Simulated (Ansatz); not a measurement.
Geometry optimisation, RKS PBE-D4/def2-SVP (Ansatz 0.2.0).

input.yaml

```yaml
crystal:
  periodic: [false, false, false]
  atoms:
    - { symbol: Si, position_ang: [-1.9628, 0.1865, -0.9205] }
    - { symbol: B, position_ang: [-0.6611, -1.1596, -0.8898] }
    - { symbol: Si, position_ang: [0.7089, -1.107, 0.4394] }
    - { symbol: S, position_ang: [2.10696, -2.68033, 0.23737] }
    - { symbol: Sn, position_ang: [-0.32959, -1.26074, 2.73368] }
    - { symbol: H, position_ang: [-1.9571, 0.9379, -2.2304] }
    - { symbol: H, position_ang: [-1.7333, 1.2025, 0.1488] }
    - { symbol: H, position_ang: [-3.2995, -0.3579, -0.7569] }
    - { symbol: H, position_ang: [-0.6682, -2.0033, -1.6519] }
    - { symbol: H, position_ang: [1.47499, 0.16599, 0.36348] }
    - { symbol: H, position_ang: [1.11464, -3.69858, 0.45358] }
    - { symbol: H, position_ang: [-1.40918, 0.06106, 3.0018] }
    - { symbol: H, position_ang: [-1.24361, -2.81987, 2.81569] }
    - { symbol: H, position_ang: [0.9308, -1.27514, 3.95712] }
basis:
  gaussian: { orbitals: def2-SVP }
hamiltonian:
  xc: pbe
  dispersion: d4
relax:
  f_tol: 0.015
  max_steps: 40
```

Launched with:

```bash
$ ansatz run input.yaml --threads 2 --pin off --max-ram 3072MiB --backend cpu --events-out ev --progress --plain --runs-dir out
```

Where does it end, and by what steps?

The forces met the threshold. The force dipped under the threshold on the way, but the program's further checks kept it going. After 20 steps the energy has fallen by 1.109 eV; H9 moved furthest, 1.38 Å. Joined: B2–Sn5.

```json
{"step": "0", "energy less start (eV)": "0.0000", "largest force component (eV/Å)": "2.027", "accepted": "yes"}
{"step": "1", "energy less start (eV)": "-0.4687", "largest force component (eV/Å)": "0.898", "accepted": "yes"}
{"step": "2", "energy less start (eV)": "-0.5826", "largest force component (eV/Å)": "0.340", "accepted": "yes"}
{"step": "3", "energy less start (eV)": "-0.6068", "largest force component (eV/Å)": "0.150", "accepted": "yes"}
{"step": "4", "energy less start (eV)": "-0.6320", "largest force component (eV/Å)": "0.263", "accepted": "yes"}
{"step": "5", "energy less start (eV)": "-0.6545", "largest force component (eV/Å)": "0.365", "accepted": "yes"}
{"step": "6", "energy less start (eV)": "-0.6813", "largest force component (eV/Å)": "0.493", "accepted": "yes"}
{"step": "7", "energy less start (eV)": "-0.7292", "largest force component (eV/Å)": "0.524", "accepted": "yes"}
{"step": "8", "energy less start (eV)": "-0.8115", "largest force component (eV/Å)": "0.479", "accepted": "yes"}
{"step": "9", "energy less start (eV)": "-0.9429", "largest force component (eV/Å)": "0.340", "accepted": "yes"}
{"step": "10", "energy less start (eV)": "-1.0342", "largest force component (eV/Å)": "0.375", "accepted": "yes"}
{"step": "11", "energy less start (eV)": "-1.0601", "largest force component (eV/Å)": "0.458", "accepted": "yes"}
{"step": "12", "energy less start (eV)": "-1.0521", "largest force component (eV/Å)": "0.544", "accepted": "no"}
{"step": "13", "energy less start (eV)": "-1.0981", "largest force component (eV/Å)": "0.162", "accepted": "yes"}
{"step": "14", "energy less start (eV)": "-1.1032", "largest force component (eV/Å)": "0.132", "accepted": "yes"}
{"step": "15", "energy less start (eV)": "-1.1066", "largest force component (eV/Å)": "0.046", "accepted": "yes"}
{"step": "16", "energy less start (eV)": "-1.1070", "largest force component (eV/Å)": "0.063", "accepted": "yes"}
{"step": "17", "energy less start (eV)": "-1.1082", "largest force component (eV/Å)": "0.014", "accepted": "yes"}
{"step": "18", "energy less start (eV)": "-1.1083", "largest force component (eV/Å)": "0.011", "accepted": "yes"}
{"step": "19", "energy less start (eV)": "-1.1085", "largest force component (eV/Å)": "0.009", "accepted": "yes"}
{"step": "20", "energy less start (eV)": "-1.1085", "largest force component (eV/Å)": "0.009", "accepted": "yes"}
```

```xyz
14
Properties=species:S:1:pos:R:3
Si -1.810 0.276 -0.670
B -0.775 -1.345 -0.064
Si 1.105 -1.082 0.090
S 2.673 -2.524 0.086
Sn -1.011 -1.361 2.299
H -1.852 0.394 -2.175
H -1.201 1.558 -0.146
H -3.240 0.253 -0.186
H -1.104 -2.461 -0.431
H 1.805 0.181 0.520
H 1.867 -3.537 -0.345
H -2.154 -0.132 2.721
H -1.617 -2.930 2.702
H 0.387 -1.097 3.300
```

Whether the end is a true minimum wasn't checked by a vibrational analysis.

The run took 53 s on 2 threads of Intel(R) Xeon(R) Platinum 8488C (Sapphire Rapids) (shared host), peak memory 0.22 GiB.
